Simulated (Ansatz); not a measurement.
Several settings on one geometry of (MeBPH)3 ring (C3H12B3P3) (that of the charge 0 singlet, PBE-D4/def2-SVP). Ansatz on 2 threads of AMD EPYC 7R13 on a shared host and a share (18 GiB) of an NVIDIA H100 80GB HBM3; times are rough.

```xyz
21

B     1.097   -0.329    1.009
C     2.270   -0.004    0.021
P     0.351   -2.132    1.036
B    -0.869   -1.240   -0.198
C    -0.601   -1.337   -1.739
P    -2.351   -0.142    0.440
B    -0.867    1.117    0.575
C    -0.594    2.104   -0.611
P     0.351    1.106    2.100
H     2.334   -0.665   -0.866
H     3.191   -0.211    0.620
H     2.345    1.058   -0.287
H    -0.456   -1.948    2.215
H     0.448   -1.554   -2.021
H    -1.191   -2.232   -2.057
H    -0.992   -0.492   -2.339
H    -2.300   -0.591    1.808
H    -1.184    3.015   -0.345
H     0.456    2.444   -0.707
H    -0.980    1.773   -1.596
H    -0.457    0.260    2.942
```

Totals from different functionals, basis sets or treatments of relativity can't be compared as stabilities.

Correlated methods freeze 21 core orbitals.

The spins typed aren't always the lowest for that charge.

**Question.** Give the basis size and estimate the energy, ⟨S²⟩, dipole and time of these runs.

```
run                       method  charge    state                                                                                     further keys
  1           UKS r2SCANh/STO-3G       1  doublet                pseudopotentials: {relativity: none}; scf: {omitted_lower_state_checks: [starts]}
  2     RKS PBE-QIDH/def2-mTZVPP       0  singlet                                        scf: {omitted_lower_state_checks: [starts]}; forces asked
  3  RKS LDA (SPW92)/aug-cc-pVDZ       0  singlet  fitting: {mean_field: cc-pVTZ-jkfit}; scf: {omitted_lower_state_checks: [starts]}; forces asked
```

**Answer.** 
```json
{"run": "1", "functions": "69", "energy (Eh)": "-1205.9040", "⟨S²⟩": "0.76", "dipole (D)": "–", "wall time": "3.1 s"}
{"run": "2", "functions": "255", "energy (Eh)": "-1219.2431", "⟨S²⟩": "–", "dipole (D)": "1.19", "wall time": "4 s"}
{"run": "3", "functions": "327", "energy (Eh)": "-1214.4015", "⟨S²⟩": "–", "dipole (D)": "1.35", "wall time": "2.1 s"}
```
